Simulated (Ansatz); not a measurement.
H2Al, SMILES `[AlH2-]` (excited triplet) (charge -1, multiplicity 3). This triplet is an excited state, 0.59 eV above the relaxed singlet at the level composite: frozen-core CCSD(T) with HF/aug-cc-pV5Z and the correlation energy extrapolated as X^-3 from aug-cc-pVQZ and aug-cc-pV5Z, plus full CI minus CCSD(T) in aug-cc-pVDZ // B3LYP-D3(BJ)/def2-TZVPD (Ansatz, a first-principles code).

These are frozen-core full CI/aug-cc-pVDZ // B3LYP-D3(BJ)/def2-TZVPD (Ansatz) values and carry that method's errors.

Ansatz 0.2 input:
```yaml
crystal:
  periodic: [false, false, false]
  atoms:
    - { symbol: Al, position_ang: [-0.001334, 0.56059, 0.0] }
    - { symbol: H, position_ang: [-1.391381, -0.28334, 0.0] }
    - { symbol: H, position_ang: [1.392714, -0.27725, 0.0] }
basis:
  gaussian: { orbitals: aug-cc-pVDZ }
correlation:
  method: fci
total_charge: -1
magnetization:
  spin_polarized: false
  initial_magnetization: 2
```

Output:

```
Functional definition: HF
749 factors; integrals over basis functions are off by at most 2.6e-7 eV
mean field evaluation 1: about -6610.9850 eV, gradient 1.1e1 eV
mean field evaluation 2: about -6610.9854 eV, gradient 1.1e1 eV
mean field evaluation 4: about -6613.0545 eV, gradient 1.3e0 eV
mean field evaluation 8: about -6613.1240 eV, gradient 2.0e-1 eV
mean field evaluation 16: about -6612.1537 eV, gradient 4.8e-2 eV
mean field evaluation 32: about -6613.1221 eV, gradient 4.5e-1 eV
mean field evaluation 64: about -6613.1239 eV, gradient 2.1e-1 eV
mean field -6613.12528099 eV, -243.0278715391 hartree, gradient 8.5e-6 eV, S^2 2.000000; 9 other end points of the search recorded, 0 dependent functions left out
mean field evaluation 96: about -6613.1454 eV, gradient 3.7e-1 eV
determinant -6613.12528099 eV, -243.0278715391 hartree, with singles and doubles -6615.63465390 eV, -243.1200892925 hartree
determinant -6612.15376807 eV, -242.9921690977 hartree, with singles and doubles -6614.39130644 eV, -243.0743971161 hartree
5 core orbitals not correlated
reference -6613.12528099 eV, -243.0278715391 hartree; 4, 2 occupied and 36, 38 virtual orbitals, 749 factors
state -6615.71052278 eV, -243.1228774227 hartree
Total energy: -6615.71052278 eV, -243.1228774227 hartree
```
